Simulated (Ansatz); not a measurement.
Stepwise reaction of `[CH3][Sn]([CH3])([OH])[OH]` with hydrogen, as a gas-phase model of exchange steps in deposition or etching. ΔE in kJ/mol; ΔG adds harmonic PBE0-D4 terms to CCSD(T)/CBS, at 1 bar.

Calculated with Ansatz (gas phase, PBE0-D4/def2-TZVP geometries, no zero-point term in ΔE). CCSD(T)/CBS adds triple-zeta CCSD(T) − MP2 to the extrapolated MP2 energy (def2 sets, frozen cores). This one scheme is used for every species. Functionals use def2-TZVPP. B3LYP here is the variant with VWN-RPA as its local correlation; programs differ in this. def2 core potentials past Kr. For Sn outer-core shells are correlated without core-valence functions, which leaves a few kJ/mol of doubt a bond. One conformer a species, not always the lowest.

```csv
step,reaction,PBE-D4,B3LYP-D4,ωB97M-V,CCSD(T)/CBS,ΔG(500 K)
1,`[CH3][Sn]([CH3])([OH])[OH]` + H₂ → `[CH3][SnH]([CH3])[OH]` + H₂O,22.9,23.4,20.6,23.1,18.3
```

**Question.** Give the row of step 2, `[CH3][SnH]([CH3])[OH]` + H₂ → `[CH3][SnH2][CH3]` + H₂O. (An estimate is asked.)

**Answer.** Computed: 
```
step                                                 reaction  PBE-D4  B3LYP-D4  ωB97M-V  CCSD(T)/CBS  ΔG(500 K)
   2  `[CH3][SnH]([CH3])[OH]` + H₂ → `[CH3][SnH2][CH3]` + H₂O     7.6       8.9      5.5          9.9       17.5
```

**Question.** By hand: ΔE of the 2 steps together at CCSD(T)/CBS.

**Answer.** (23.1) + (9.9) = 33.0 kJ/mol, or 16.5 kJ/mol a step.

In ΔE each step is lower than the one before. All are uphill at CCSD(T)/CBS. ΔG lies between 17.5 and 18.3 kJ/mol a step. PBE-D4 differs from CCSD(T)/CBS by -2.3 to -0.2 kJ/mol a step. Only this route is followed, and other bonds may react first. Isolated molecules leave out the surface, adducts and barriers. Largest T1 diagnostic: 0.012.
